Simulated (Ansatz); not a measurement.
Isolated molecules relaxed with PBE0-D4/def2-TZVP in Ansatz; ΔE leaves out vibrations. CBS: MP2 limit from def2 TZ/QZ plus the TZ coupled-cluster correction, frozen cores. This one scheme is used for every species. Functionals use def2-TZVPP. For Ge outer-core shells are correlated without core-valence functions, which leaves a few kJ/mol of doubt a bond. Scalar relativity is left out up to krypton.

Reaction (formal exchange of groups at a C–Ge bond): `N#[C][Ge]([F])([F])[F]` + `CC` → `CCC#N` + `[F][GeH]([F])[F]`

`N#[C][Ge]([F])([F])[F]`:

Cartesian coordinates in Å:
```
N 1.846 1.706 -0.067
C 1.002 0.926 -0.036
Ge -0.386 -0.357 0.014
F 0.113 -1.798 -0.725
F -1.755 0.220 -0.802
F -0.820 -0.697 1.617
```

`CC`:

Cartesian coordinates in Å:
```
C 0.716 -0.200 0.152
C -0.716 0.200 -0.152
H 0.926 -1.219 -0.181
H 1.430 0.461 -0.346
H 0.923 -0.157 1.224
H -0.926 1.219 0.181
H -1.430 -0.461 0.346
H -0.923 0.157 -1.224
```

`CCC#N`:

```xyz
9

C    -0.612    0.374    0.727
C     0.386    0.256   -0.421
C     0.632   -1.125   -0.804
N     0.814   -2.223   -1.092
H    -0.248   -0.144    1.615
H    -0.766    1.424    0.978
H    -1.575   -0.060    0.452
H     1.344    0.707   -0.149
H     0.025    0.792   -1.305
```

`[F][GeH]([F])[F]`:

Z-matrix (Å, degrees):
```
Ge
F 1 1.707
F 1 1.707 2 106.4
F 1 1.707 2 106.4 3 113.1
H 1 1.516 2 112.4 3 -123.4
```

```json
{"level": "LDA (SPW92)", "ΔE (eV)": "-0.29"}
{"level": "PBE-D4", "ΔE (eV)": "-0.16"}
```

Task: What does CCSD(T)/CBS give? (Estimate.)

Result: Computed: -0.08 eV. The listed levels differ from it by -0.21, -0.08 eV.

Largest T1 diagnostic among the species: 0.013.

In def2-TZVPP, CCSD(T) changes the Hartree–Fock value by +0.11 eV (the triples alone add +0.02 eV) and MP2 by +0.10 eV. Leaving LDA and LC-ωPBE aside and taking each functional with its dispersion term where it has one, the values, not all of them listed here, spread over 0.08 eV, from PBE0-D4 to B2PLYP. LDA lies −0.13 eV from PBE without D4.
